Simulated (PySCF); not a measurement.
Si(H)(Br)(NH2)2 (BrH₅N₂Si), SMILES N[SiH](N)Br.

Geometry optimised at B3LYP-D3(BJ)/def2-SVP. This is a generated structure with no PubChem entry under its InChIKey; it may be hypothetical. Other conformers were not sampled.

Computed with TDDFT-ωB97X/def2-SVPD run with PySCF 2.14.0.

Vertical excitations. Isolated molecule, no solvent.

Computed UV-visible absorptions:
| state | energy (eV) | λ (nm) | f | main pairs |
|---|---|---|---|---|
| S1 | 7.31 | 170 | 0.018 | HOMO−1→LUMO 38 %, HOMO−1→LUMO+2 22 %, HOMO→LUMO 14 % |
| S2 | 7.42 | 167 | 0.050 | HOMO→LUMO 36 %, HOMO→LUMO+2 18 %, HOMO−1→LUMO 10 %, HOMO−3→LUMO 7 % |
| S3 | 7.51 | 165 | 0.047 | HOMO→LUMO+1 36 %, HOMO−2→LUMO+1 30 % |
| S4 | 7.56 | 164 | 0.048 | HOMO−2→LUMO+1 37 %, HOMO→LUMO+1 22 %, HOMO−3→LUMO+1 13 % |
| S5 | 7.84 | 158 | 0.044 | HOMO−1→LUMO+1 60 %, HOMO−1→LUMO+6 16 % |
| S6 | 8.26 | 150 | 0.023 | HOMO→LUMO+2 30 %, HOMO→LUMO 13 %, HOMO−1→LUMO 12 %, HOMO−2→LUMO 10 % |
| S7 | 8.33 | 149 | 0.041 | HOMO−2→LUMO 47 %, HOMO→LUMO+2 9 % |
| S8 | 8.40 | 148 | 0.021 | HOMO−2→LUMO+2 48 %, HOMO−1→LUMO+2 12 %, HOMO−2→LUMO+5 8 % |
| S9 | 8.46 | 147 | 0.154 | HOMO−3→LUMO+1 30 %, HOMO−3→LUMO 10 %, HOMO→LUMO+1 9 %, HOMO−3→LUMO+2 9 % |
| S10 | 8.51 | 146 | 0.063 | HOMO−3→LUMO 28 %, HOMO→LUMO+2 11 %, HOMO→LUMO+3 7 %, HOMO→LUMO+4 7 % |
| T1 | 6.99 | 177 | 0 | HOMO→LUMO+1 22 %, HOMO→LUMO 16 %, HOMO−2→LUMO+1 11 %, HOMO−1→LUMO+2 10 % |
| T2 | 7.03 | 176 | 0 | HOMO−1→LUMO 21 %, HOMO→LUMO+1 19 %, HOMO−2→LUMO+1 14 %, HOMO→LUMO+2 10 % |
| T3 | 7.05 | 176 | 0 | HOMO−2→LUMO+1 44 %, HOMO−1→LUMO 18 %, HOMO−1→LUMO+2 10 % |
| T4 | 7.18 | 173 | 0 | HOMO→LUMO 25 %, HOMO→LUMO+1 21 %, HOMO→LUMO+2 15 %, HOMO−3→LUMO 10 % |
Triplets are in the Tamm–Dancoff approximation, which puts them higher than full response would, so one can lie above its singlet here.
